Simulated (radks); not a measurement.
The numbers below are computed, except where a source is named.
Q: Numerical settings for neutral rhodium, [Kr] 4d8 5s1. Level of theory: scalar-relativistic Kohn-Sham, PBE, spin-polarised, spherical densities, point nucleus; open shells are filled with parallel spins first (spin-orbit coupling, left out, can overturn this in heavy ions) (a radial shooting solver on a logarithmic mesh with Libxc functionals). The defaults (mesh step 0.008 in ln r, mesh end at 40 bohr or more with all orbitals vanishing there, Anderson mixing 0.5 over 9 steps, residual threshold near 1e-9 with the energy settled to 1e-9 hartree or 1e-11 of itself, here a cap of 69 iterations) give E = -4784.1545 hartree and 5s at -4.762 eV in 14 iterations. Run on one thread of a shared host, so times are rough (Intel(R) Xeon(R) Platinum 8488C): 0.28 s of CPU time, 0.28 s wall, 14 iterations on 2725 mesh points. One setting is changed at a time: mesh step in ln r 0.003; mesh step in ln r 0.05; mesh step in ln r 0.005; mesh end (bohr) 2; mesh end (bohr) 12; residual threshold 1e-05; residual threshold 0.001; mixing 0.05; linear mixing, mixing 0.8; linear mixing, mixing 0.05; mixing history 2; iteration cap 2. Which runs fail to converge, and which converge to a wrong energy?

A: Not converged within the cap: linear mixing, mixing 0.8; linear mixing, mixing 0.05; iteration cap 2. Settled on a wrong energy, with an occupied level pushed above zero by the early mesh end: mesh end (bohr) 2 (+11.7 hartree). Apart from these: no run marked as converged misses the energy by more than 1 mhartree.
